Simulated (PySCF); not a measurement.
Computed with B3LYP-D3(BJ)/def2-TZVP // TPSS-D3(BJ)/def2-SVP run with PySCF. Gas-phase values, no solvent. B3LYP has the VWN-RPA correlation part, as in Gaussian. 

Reference species: [Ti(F)3] (neutral, multiplicity 2).

```json
{
 "dipole_moment": "0.08 D",
 "mean_distance_from_the_central_atom_to_its_bonded_neighbours": "1.763 Å"
}
```

Changed species: [Pd(F)3] (M = Pd, multiplicity 2; the reference has M = Ti, multiplicity 2).

Q: Give the shifts of the dipole moment and mean distance from the central atom to its bonded neighbours.

A: the dipole moment rises by 2.50 D, to 2.58 D; the mean distance from the central atom to its bonded neighbours rises by 0.107 Å, to 1.870 Å.
